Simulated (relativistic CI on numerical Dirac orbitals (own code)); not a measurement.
## Re²⁺: 5d valence photoemission

Computed with this model: Dirac-Coulomb-Breit CI, orbitals from a KLI potential per configuration, QED by a radiative potential, valence Slater integrals scaled by 0.8, multiplet model of photoemission in the sudden approximation; configurations [Xe] 4f14 5d5 → [Xe] 4f14 5d4; 300 K; Lorentzian 0.3 eV and Gaussian 0.5 eV FWHM. Energies are those of the free ion, without screening or charge transfer. The energies are binding energies and can lie tens of eV above those of solids. S is read from ⟨S²⟩ = S(S + 1).

Field parameters in Wybourne normalisation: Td as Oh with Dq negative (B⁴₀ = 21Dq, B⁴₄ = √(5/14) B⁴₀). The field is a parameter set, without covalency.

Computed curve for Td, 10Dq = -6800 cm⁻¹, scaled to 100 at the maximum (points under 2 are left out and the grid is thinned):

```
Energy (eV)  Intensity
       24.5        2.1
       24.6        2.3
       24.7        2.6
       24.8        2.9
       24.9        3.4
       25.0        4.0
       25.1        4.8
       25.2        6.0
       25.3        7.7
       25.4       10.3
       25.5       14.1
       25.6       19.3
       25.7       26.0
       25.8       34.3
       25.9       44.1
       26.0       55.2
       26.1       66.9
       26.2       78.3
       26.3       88.2
       26.4       95.6
       26.5       99.8
       26.6      100.0
       26.7       96.1
       26.8       89.5
       26.9       82.9
       27.0       79.3
       27.1       80.0
       27.2       83.2
       27.3       85.0
       27.4       82.3
       27.5       74.1
       27.6       62.2
       27.7       49.6
       27.8       38.2
       27.9       29.0
       28.0       21.9
       28.1       16.6
       28.2       12.7
       28.3       10.0
       28.4        8.0
       28.5        6.7
       28.6        5.8
       28.7        5.1
       28.8        4.5
       28.9        4.1
       29.0        3.7
       29.1        3.3
       29.2        3.0
       29.3        2.7
       29.4        2.4
       29.5        2.2
```

The ground state has S = 2.41, and the centroid lies at 26.84 eV.
